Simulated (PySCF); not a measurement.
CH4Al (calculated)

All values are calculated (PySCF 2.14.0). Calculation on a computer-drawn molecule: vertical ionisation energy to the stated ion spin, frozen-core CCSD(T) at the basis limit and cheaper methods, single-reference cases, UHF for radicals, no spin-orbit; all values are single points at the evaluated structure, the first of each entry, which is the reference or a displaced copy of it and isn't optimised; the reference structure only sets the zero of the energies above reference; triples share is (T) over the correlation energy.

Common to all runs: charge 0; multiplicity 2; ion multiplicity 1; diffuse functions no; basis cc-pV(n+d)Z; reference is the Hartree-Fock double-zeta minimum; best is HF at quadruple zeta + MP2 correlation extrapolated from triple and quadruple zeta + CCSD(T) minus MP2 at triple zeta; basis step is the size of the change from the same recipe one zeta lower.

```json
{"entry": 1, "formula": "CH4Al", "evaluated_structure": {"atoms_angstrom": [["C", -0.1283, 1.3915, 0.6246], ["Al", 1.2703, 0.1047, 0.9887], ["H", -1.1074, 1.0798, 0.8622], ["H", -0.0562, 2.3244, 1.2249], ["H", -0.126, 1.7553, -0.4986], ["H", 1.2219, -1.2149, 0.1672]]}, "reference_structure": {"atoms_angstrom": [["C", -0.1721, 1.4275, 0.5969], ["Al", 1.2482, 0.0948, 0.9385], ["H", -1.1488, 1.0119, 0.8763], ["H", -0.0379, 2.3684, 1.1365], ["H", -0.2218, 1.6546, -0.4757], ["H", 1.1427, -1.3156, 0.1951]]}, "given": {"drawn_bonds_atom": [1, 1, 1, 1, 2], "drawn_bonds_other_atom": [2, 3, 4, 5, 6], "drawn_bonds_order": [1, 1, 1, 1, 1]}, "results": {"ionisation_energy_best [eV]": 7.461, "ionisation_energy_basis_step [eV]": 0.01497, "energy_above_reference_best [kcal/mol]": 4.571, "energy_above_reference_basis_step [kcal/mol]": 0.07714, "triple_zeta_method": ["HF", "PBE", "r2SCAN", "B3LYP", "wB97X", "MP2", "CCSD", "CCSD(T)"], "triple_zeta_ionisation_energy [eV]": [7.265, 7.422, 7.572, 7.515, 7.414, 7.391, 7.426, 7.429], "triple_zeta_energy_above_reference [kcal/mol]": [5.043, 4.54, 4.489, 4.612, 4.641, 4.655, 4.669, 4.634], "total_energy_HF_triple_zeta [hartree]": -282.0912, "total_energy_CCSD(T)_triple_zeta [hartree]": -282.3740, "total_energy_best [hartree]": -282.4058, "T1_diagnostic_at_triple_zeta": 0.01245, "D1_diagnostic_at_triple_zeta": 0.03288, "spin_squared_at_triple_zeta": 0.7536, "ion_T1_diagnostic_at_triple_zeta": 0.01221, "ion_D1_diagnostic_at_triple_zeta": 0.02827, "triples_share_at_triple_zeta": 0.03337, "basis_functions_triple_zeta": 125, "dipole_magnitude_HF_at_triple_zeta [debye]": 0.6165, "dipole_magnitude_CCSD_unrelaxed_at_triple_zeta [debye]": 0.6059, "dipole_magnitude_PBE_at_triple_zeta [debye]": 0.7214, "dipole_magnitude_r2SCAN_at_triple_zeta [debye]": 0.7117, "dipole_magnitude_B3LYP_at_triple_zeta [debye]": 0.6542, "dipole_magnitude_wB97X_at_triple_zeta [debye]": 0.6857}}
{"entry": 2, "formula": "CH4Al", "evaluated_structure": {"atoms_angstrom": [["C", -0.1283, 1.3915, 0.6246], ["Al", 1.2703, 0.1047, 0.9887], ["H", -1.1074, 1.0798, 0.8622], ["H", -0.0562, 2.3244, 1.2249], ["H", -0.126, 1.7605, -0.5148], ["H", 1.2219, -1.2149, 0.1672]]}, "reference_structure": {"atoms_angstrom": [["C", -0.1721, 1.4275, 0.5969], ["Al", 1.2482, 0.0948, 0.9385], ["H", -1.1488, 1.0119, 0.8763], ["H", -0.0379, 2.3684, 1.1365], ["H", -0.2218, 1.6546, -0.4757], ["H", 1.1427, -1.3156, 0.1951]]}, "given": {"drawn_bonds_atom": [1, 1, 1, 1, 2], "drawn_bonds_other_atom": [2, 3, 4, 5, 6], "drawn_bonds_order": [1, 1, 1, 1, 1]}, "results": {"ionisation_energy_best [eV]": 7.463, "ionisation_energy_basis_step [eV]": 0.01498, "energy_above_reference_best [kcal/mol]": 5.478, "energy_above_reference_basis_step [kcal/mol]": 0.08075, "triple_zeta_method": ["HF", "PBE", "r2SCAN", "B3LYP", "wB97X", "MP2", "CCSD", "CCSD(T)"], "triple_zeta_ionisation_energy [eV]": [7.267, 7.422, 7.573, 7.516, 7.415, 7.392, 7.428, 7.43], "triple_zeta_energy_above_reference [kcal/mol]": [6.066, 5.35, 5.387, 5.505, 5.581, 5.616, 5.588, 5.529], "total_energy_HF_triple_zeta [hartree]": -282.0896, "total_energy_CCSD(T)_triple_zeta [hartree]": -282.3726, "total_energy_best [hartree]": -282.4043, "T1_diagnostic_at_triple_zeta": 0.01252, "D1_diagnostic_at_triple_zeta": 0.03298, "spin_squared_at_triple_zeta": 0.7536, "ion_T1_diagnostic_at_triple_zeta": 0.01225, "ion_D1_diagnostic_at_triple_zeta": 0.02834, "triples_share_at_triple_zeta": 0.03348, "basis_functions_triple_zeta": 125, "dipole_magnitude_HF_at_triple_zeta [debye]": 0.6168, "dipole_magnitude_CCSD_unrelaxed_at_triple_zeta [debye]": 0.6038, "dipole_magnitude_PBE_at_triple_zeta [debye]": 0.7172, "dipole_magnitude_r2SCAN_at_triple_zeta [debye]": 0.7084, "dipole_magnitude_B3LYP_at_triple_zeta [debye]": 0.652, "dipole_magnitude_wB97X_at_triple_zeta [debye]": 0.6821}}
{"entry": 3, "formula": "CH4Al", "evaluated_structure": {"atoms_angstrom": [["C", -0.1283, 1.3915, 0.6246], ["Al", 1.2703, 0.1047, 0.9887], ["H", -1.1074, 1.0798, 0.8622], ["H", -0.0562, 2.3244, 1.2249], ["H", -0.1258, 1.7803, -0.5757], ["H", 1.2219, -1.2149, 0.1672]]}, "reference_structure": {"atoms_angstrom": [["C", -0.1721, 1.4275, 0.5969], ["Al", 1.2482, 0.0948, 0.9385], ["H", -1.1488, 1.0119, 0.8763], ["H", -0.0379, 2.3684, 1.1365], ["H", -0.2218, 1.6546, -0.4757], ["H", 1.1427, -1.3156, 0.1951]]}, "given": {"drawn_bonds_atom": [1, 1, 1, 1, 2], "drawn_bonds_other_atom": [2, 3, 4, 5, 6], "drawn_bonds_order": [1, 1, 1, 1, 1]}, "results": {"ionisation_energy_best [eV]": 7.468, "ionisation_energy_basis_step [eV]": 0.01503, "energy_above_reference_best [kcal/mol]": 9.83, "energy_above_reference_basis_step [kcal/mol]": 0.09194, "triple_zeta_method": ["HF", "PBE", "r2SCAN", "B3LYP", "wB97X", "MP2", "CCSD", "CCSD(T)"], "triple_zeta_ionisation_energy [eV]": [7.276, 7.424, 7.576, 7.52, 7.421, 7.394, 7.433, 7.436], "triple_zeta_energy_above_reference [kcal/mol]": [10.9, 9.345, 9.714, 9.795, 10.09, 10.21, 9.994, 9.839], "total_energy_HF_triple_zeta [hartree]": -282.0819, "total_energy_CCSD(T)_triple_zeta [hartree]": -282.3657, "total_energy_best [hartree]": -282.3974, "T1_diagnostic_at_triple_zeta": 0.01281, "D1_diagnostic_at_triple_zeta": 0.03339, "spin_squared_at_triple_zeta": 0.7537, "ion_T1_diagnostic_at_triple_zeta": 0.01244, "ion_D1_diagnostic_at_triple_zeta": 0.02866, "triples_share_at_triple_zeta": 0.03393, "basis_functions_triple_zeta": 125, "dipole_magnitude_HF_at_triple_zeta [debye]": 0.6231, "dipole_magnitude_CCSD_unrelaxed_at_triple_zeta [debye]": 0.5975, "dipole_magnitude_PBE_at_triple_zeta [debye]": 0.7011, "dipole_magnitude_r2SCAN_at_triple_zeta [debye]": 0.696, "dipole_magnitude_B3LYP_at_triple_zeta [debye]": 0.6453, "dipole_magnitude_wB97X_at_triple_zeta [debye]": 0.6691}}
{"entry": 4, "formula": "CH4Al", "evaluated_structure": {"atoms_angstrom": [["C", -0.1283, 1.3915, 0.6246], ["Al", 1.2703, 0.1047, 0.9887], ["H", -1.1074, 1.0798, 0.8622], ["H", -0.0562, 2.3244, 1.2249], ["H", -0.1258, 1.7926, -0.6137], ["H", 1.2219, -1.2149, 0.1672]]}, "reference_structure": {"atoms_angstrom": [["C", -0.1721, 1.4275, 0.5969], ["Al", 1.2482, 0.0948, 0.9385], ["H", -1.1488, 1.0119, 0.8763], ["H", -0.0379, 2.3684, 1.1365], ["H", -0.2218, 1.6546, -0.4757], ["H", 1.1427, -1.3156, 0.1951]]}, "given": {"drawn_bonds_atom": [1, 1, 1, 1, 2], "drawn_bonds_other_atom": [2, 3, 4, 5, 6], "drawn_bonds_order": [1, 1, 1, 1, 1]}, "results": {"ionisation_energy_best [eV]": 7.471, "ionisation_energy_basis_step [eV]": 0.01508, "energy_above_reference_best [kcal/mol]": 13.12, "energy_above_reference_basis_step [kcal/mol]": 0.0973, "triple_zeta_method": ["HF", "PBE", "r2SCAN", "B3LYP", "wB97X", "MP2", "CCSD", "CCSD(T)"], "triple_zeta_ionisation_energy [eV]": [7.282, 7.426, 7.579, 7.523, 7.425, 7.396, 7.438, 7.439], "triple_zeta_energy_above_reference [kcal/mol]": [14.53, 12.43, 13.0, 13.05, 13.52, 13.69, 13.33, 13.11], "total_energy_HF_triple_zeta [hartree]": -282.0761, "total_energy_CCSD(T)_triple_zeta [hartree]": -282.3605, "total_energy_best [hartree]": -282.3922, "T1_diagnostic_at_triple_zeta": 0.01305, "D1_diagnostic_at_triple_zeta": 0.03369, "spin_squared_at_triple_zeta": 0.7537, "ion_T1_diagnostic_at_triple_zeta": 0.01258, "ion_D1_diagnostic_at_triple_zeta": 0.02888, "triples_share_at_triple_zeta": 0.03422, "basis_functions_triple_zeta": 125, "dipole_magnitude_HF_at_triple_zeta [debye]": 0.6322, "dipole_magnitude_CCSD_unrelaxed_at_triple_zeta [debye]": 0.5954, "dipole_magnitude_PBE_at_triple_zeta [debye]": 0.6907, "dipole_magnitude_r2SCAN_at_triple_zeta [debye]": 0.6889, "dipole_magnitude_B3LYP_at_triple_zeta [debye]": 0.6428, "dipole_magnitude_wB97X_at_triple_zeta [debye]": 0.662}}
{"entry": 5, "formula": "CH4Al", "evaluated_structure": {"atoms_angstrom": [["C", -0.1283, 1.3915, 0.6246], ["Al", 1.2703, 0.1047, 0.9887], ["H", -1.1074, 1.0798, 0.8622], ["H", -0.0562, 2.3244, 1.2249], ["H", -0.1254, 1.8431, -0.7697], ["H", 1.2219, -1.2149, 0.1672]]}, "reference_structure": {"atoms_angstrom": [["C", -0.1721, 1.4275, 0.5969], ["Al", 1.2482, 0.0948, 0.9385], ["H", -1.1488, 1.0119, 0.8763], ["H", -0.0379, 2.3684, 1.1365], ["H", -0.2218, 1.6546, -0.4757], ["H", 1.1427, -1.3156, 0.1951]]}, "given": {"drawn_bonds_atom": [1, 1, 1, 1, 2], "drawn_bonds_other_atom": [2, 3, 4, 5, 6], "drawn_bonds_order": [1, 1, 1, 1, 1]}, "results": {"ionisation_energy_best [eV]": 7.492, "ionisation_energy_basis_step [eV]": 0.01563, "energy_above_reference_best [kcal/mol]": 28.96, "energy_above_reference_basis_step [kcal/mol]": 0.105, "triple_zeta_method": ["HF", "PBE", "r2SCAN", "B3LYP", "wB97X", "MP2", "CCSD", "CCSD(T)"], "triple_zeta_ionisation_energy [eV]": [7.314, 7.439, 7.594, 7.541, 7.446, 7.406, 7.459, 7.46], "triple_zeta_energy_above_reference [kcal/mol]": [32.1, 27.54, 28.92, 28.79, 30.25, 30.59, 29.43, 28.9], "total_energy_HF_triple_zeta [hartree]": -282.0481, "total_energy_CCSD(T)_triple_zeta [hartree]": -282.3353, "total_energy_best [hartree]": -282.3669, "T1_diagnostic_at_triple_zeta": 0.01458, "D1_diagnostic_at_triple_zeta": 0.03516, "spin_squared_at_triple_zeta": 0.7542, "ion_T1_diagnostic_at_triple_zeta": 0.01344, "ion_D1_diagnostic_at_triple_zeta": 0.03015, "triples_share_at_triple_zeta": 0.03561, "basis_functions_triple_zeta": 125, "dipole_magnitude_HF_at_triple_zeta [debye]": 0.7265, "dipole_magnitude_CCSD_unrelaxed_at_triple_zeta [debye]": 0.6097, "dipole_magnitude_PBE_at_triple_zeta [debye]": 0.6541, "dipole_magnitude_r2SCAN_at_triple_zeta [debye]": 0.6737, "dipole_magnitude_B3LYP_at_triple_zeta [debye]": 0.659, "dipole_magnitude_wB97X_at_triple_zeta [debye]": 0.6534}}
{"entry": 6, "formula": "CH4Al", "evaluated_structure": {"atoms_angstrom": [["C", -0.1283, 1.3915, 0.6246], ["Al", 1.2703, 0.1047, 0.9887], ["H", -1.1074, 1.0798, 0.8622], ["H", -0.0562, 2.3244, 1.2249], ["H", -0.1252, 1.8835, -0.8944], ["H", 1.2219, -1.2149, 0.1672]]}, "reference_structure": {"atoms_angstrom": [["C", -0.1721, 1.4275, 0.5969], ["Al", 1.2482, 0.0948, 0.9385], ["H", -1.1488, 1.0119, 0.8763], ["H", -0.0379, 2.3684, 1.1365], ["H", -0.2218, 1.6546, -0.4757], ["H", 1.1427, -1.3156, 0.1951]]}, "given": {"drawn_bonds_atom": [1, 1, 1, 1, 2], "drawn_bonds_other_atom": [2, 3, 4, 5, 6], "drawn_bonds_order": [1, 1, 1, 1, 1]}, "results": {"ionisation_energy_best [eV]": 7.512, "ionisation_energy_basis_step [eV]": 0.01733, "energy_above_reference_best [kcal/mol]": 42.28, "energy_above_reference_basis_step [kcal/mol]": 0.09826, "triple_zeta_method": ["HF", "PBE", "r2SCAN", "B3LYP", "wB97X", "MP2", "CCSD", "CCSD(T)"], "triple_zeta_ionisation_energy [eV]": [7.347, 7.455, 7.613, 7.562, 7.469, 7.406, 7.481, 7.48], "triple_zeta_energy_above_reference [kcal/mol]": [47.16, 40.48, 42.46, 42.18, 44.69, 45.32, 43.05, 42.2], "total_energy_HF_triple_zeta [hartree]": -282.0241, "total_energy_CCSD(T)_triple_zeta [hartree]": -282.3141, "total_energy_best [hartree]": -282.3457, "T1_diagnostic_at_triple_zeta": 0.01841, "D1_diagnostic_at_triple_zeta": 0.06281, "spin_squared_at_triple_zeta": 0.7616, "ion_T1_diagnostic_at_triple_zeta": 0.01445, "ion_D1_diagnostic_at_triple_zeta": 0.03208, "triples_share_at_triple_zeta": 0.03704, "basis_functions_triple_zeta": 125, "dipole_magnitude_HF_at_triple_zeta [debye]": 0.8734, "dipole_magnitude_CCSD_unrelaxed_at_triple_zeta [debye]": 0.6542, "dipole_magnitude_PBE_at_triple_zeta [debye]": 0.6481, "dipole_magnitude_r2SCAN_at_triple_zeta [debye]": 0.6951, "dipole_magnitude_B3LYP_at_triple_zeta [debye]": 0.7191, "dipole_magnitude_wB97X_at_triple_zeta [debye]": 0.6886}}
```
